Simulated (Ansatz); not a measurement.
`C[N](C)[Ge][Cl]` at its PBE0-D4/def2-TZVP geometry, where that method's forces vanish. The species carries charge 0 and has multiplicity 1.

| atom | x (Å) | y (Å) | z (Å) |
| --- | --- | --- | --- |
| C1 | -0.267 | -0.996 | 0.532 |
| N2 | 0.070 | 0.122 | -0.314 |
| C3 | 0.195 | 1.367 | 0.410 |
| Ge4 | 0.354 | 0.195 | -2.113 |
| Cl5 | 0.032 | -1.935 | -2.624 |
| H6 | -0.350 | -1.908 | -0.056 |
| H7 | -1.221 | -0.820 | 1.044 |
| H8 | 0.500 | -1.143 | 1.303 |
| H9 | -0.744 | 1.628 | 0.915 |
| H10 | 0.451 | 2.184 | -0.271 |
| H11 | 0.979 | 1.305 | 1.174 |

Question: For each bond, give half the difference of the two atoms' forces along it (eV/Å; positive pushes the atoms apart) under PBE-D4, r2SCAN-D4, B3LYP-D4, ωB97M-V in def2-TZVPP. (Best estimate.)

Answer: Computed: 
```json
{"bond": "C1–N2", "length (Å)": "1.441", "PBE-D4": "-0.05", "r2SCAN-D4": "0.14", "B3LYP-D4": "0.15", "ωB97M-V": "0.28"}
{"bond": "C1–H6", "length (Å)": "1.088", "PBE-D4": "0.10", "r2SCAN-D4": "-0.07", "B3LYP-D4": "-0.12", "ωB97M-V": "-0.11"}
{"bond": "C1–H7", "length (Å)": "1.097", "PBE-D4": "0.10", "r2SCAN-D4": "-0.04", "B3LYP-D4": "-0.07", "ωB97M-V": "-0.10"}
{"bond": "C1–H8", "length (Å)": "1.097", "PBE-D4": "0.10", "r2SCAN-D4": "-0.04", "B3LYP-D4": "-0.07", "ωB97M-V": "-0.10"}
{"bond": "N2–C3", "length (Å)": "1.445", "PBE-D4": "0.02", "r2SCAN-D4": "0.17", "B3LYP-D4": "0.14", "ωB97M-V": "0.27"}
{"bond": "N2–Ge4", "length (Å)": "1.823", "PBE-D4": "0.42", "r2SCAN-D4": "0.04", "B3LYP-D4": "0.17", "ωB97M-V": "-0.24"}
{"bond": "C3–H9", "length (Å)": "1.097", "PBE-D4": "0.10", "r2SCAN-D4": "-0.05", "B3LYP-D4": "-0.08", "ωB97M-V": "-0.11"}
{"bond": "C3–H10", "length (Å)": "1.094", "PBE-D4": "0.08", "r2SCAN-D4": "-0.07", "B3LYP-D4": "-0.10", "ωB97M-V": "-0.09"}
{"bond": "C3–H11", "length (Å)": "1.097", "PBE-D4": "0.10", "r2SCAN-D4": "-0.05", "B3LYP-D4": "-0.08", "ωB97M-V": "-0.11"}
{"bond": "Ge4–Cl5", "length (Å)": "2.214", "PBE-D4": "0.25", "r2SCAN-D4": "0.03", "B3LYP-D4": "0.28", "ωB97M-V": "0.03"}
```

B3LYP here is the variant with VWN-RPA as its local correlation; programs differ in this.
